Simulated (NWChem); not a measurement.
**Excited singlets of H$_{2}$ClGa by symmetry**

SMILES: [Cl][GaH2]
```xyz
4

Ga     0.0000     0.0000     0.7120
H     -1.4237     0.0000     1.3741
H      1.4237     0.0000     1.3741
Cl     0.0000     0.0000    -1.4601
```
Charge 0, spin multiplicity 1.

Program: NWChem. All single points use one geometry, from PBE/def2-SVP, a minimum by its harmonic frequencies.

Basis set: def2-SVPD. Symmetry labels belong to the abelian group C2v used in the runs, with the axes of the coordinates shown. Entries are the lowest vertical excitation energy of each symmetry in eV (for CIS and TDDFT among the lowest few roots); a state of one symmetry need not have the same character in every method. Symmetries that some method's roots don't reach, or where a double excitation leads the EOM-CCSD root, are left out.

The Hamiltonian is non-relativistic. The correlated methods keep 14 core orbitals frozen. B3LYP has NWChem's definition, with VWN1-RPA local correlation. The structure started from a generated list of species. No row is a measurement; the coupled-cluster row has its own basis-set and correlation limits.

```json
[
 {"method": "CIS", "a2": "6.40", "b2": "7.88", "a1": "8.09", "b1": "8.31"},
 {"method": "TD-PBE", "a2": "4.55", "b2": "6.07", "a1": "5.60", "b1": "6.34"},
 {"method": "TD-B3LYP", "a2": "4.93", "b2": "6.36", "a1": "6.00", "b1": "6.72"},
 {"method": "TD-CAM-B3LYP", "a2": "5.22", "b2": "6.65", "a1": "6.47", "b1": "7.08"},
 {"method": "EOM-CCSD", "a2": "5.52", "b2": "6.96", "a1": "6.86", "b1": "7.50"}
]
```
